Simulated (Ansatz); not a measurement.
The same silylene loss along the group B, Ga, In.

Calculated with Ansatz (gas phase, PBE0-D4/def2-TZVP geometries, no zero-point term in ΔE). CCSD(T)/CBS adds triple-zeta CCSD(T) − MP2 to the extrapolated MP2 energy (def2 sets, frozen cores). This one scheme is used for every species. Functionals use def2-TZVPP. B3LYP here is the variant with VWN-RPA as its local correlation; programs differ in this. def2 core potentials past Kr. For Ga, In outer-core shells are correlated without core-valence functions, which leaves a few kJ/mol of doubt a bond. Scalar relativity is left out up to krypton. Each species was taken in one conformer, which may not be the lowest.

```json
{"reaction": "`CB(C)O[SiH3]` → `CB(C)O` + `[SiH2]`", "CCSD(T)/CBS(def2) (kJ/mol)": "317"}
{"reaction": "`[CH3][Ga]([CH3])[O][SiH3]` → `[CH3][Ga]([CH3])[OH]` + `[SiH2]`", "CCSD(T)/CBS(def2) (kJ/mol)": "341"}
{"reaction": "`[CH3][In]([CH3])[O][SiH3]` → `[CH3][In]([CH3])[OH]` + `[SiH2]`", "CCSD(T)/CBS(def2) (kJ/mol)": "?"}
```

Question: Fill in the missing values. (Estimate.)

Answer: Computed: `[CH3][In]([CH3])[O][SiH3]` → `[CH3][In]([CH3])[OH]` + `[SiH2]`: +348.4 kJ/mol.

Largest T1 diagnostic: 0.014, for `[SiH2]`.
